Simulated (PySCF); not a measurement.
## How good is the calculation?

Numbering as in the mapped SMILES `[CH3:1][NH:2][c:3]1[cH:4][cH:5][n:6][cH:7][cH:8]1`. Hydrogens are named by the atom that carries them.

Published estimates (parent shift plus substituent increments) and measurements: δ ¹³C C3 155.7; C5/C7 150.3; C4/C8 107.8 ppm (estimated from measurements, as parent shift plus tabulated substituent increment; solution, not stated per compound (mostly CDCl3 or CCl4); Pretsch, Buehlmann, Badertscher, Structure Determination of Organic Compounds, 4th ed. (2009)).

[PySCF: coordinates at the PBE0-D3(BJ)/def2-SVP level; shielding tensors at B97-2/pcSseg-1 (GIAO); non-relativistic Hamiltonian; one averaged value for each set of equivalent atoms; gas phase; one conformer]

(1) Set the calculated values beside the experiment.

(2) How far are the unscaled ¹³C shifts from the references?

Results:

(1) 
Reference values: estimated from measurements, as parent shift plus tabulated substituent increment (solution, not stated per compound (mostly CDCl3 or CCl4); Pretsch, Buehlmann, Badertscher, Structure Determination of Organic Compounds, 4th ed. (2009)).
| atoms | quantity | reference | computed | computed, scaled |
| --- | --- | --- | --- | --- |
| C3 | δ ¹³C | 155.7 | 152.6 | 150.9 |
| C5/C7 | δ ¹³C | 150.3 | 152.6 | 150.8 |
| C4/C8 | δ ¹³C | 107.8 | 106.7 | 105.1 |

Computed shifts are σ(ref) − σ with the named reference compound (TMS for H and C) calculated as an isolated molecule at the same level. The measured values may be among those fitted. Empirical linear scaling, fitted to shifts measured mostly in CDCl3 for H and C (δ vs TMS): ¹³C (scatter 1.9 ppm rms). A few per cent of atoms miss by over 2 rms, more outside the fitted compound classes.

(2) Mean signed difference -0.63 ppm, mean absolute 2.17 ppm over 3 comparisons; the largest is -3.1 ppm at C3 (aromatic carbon bearing nitrogen).
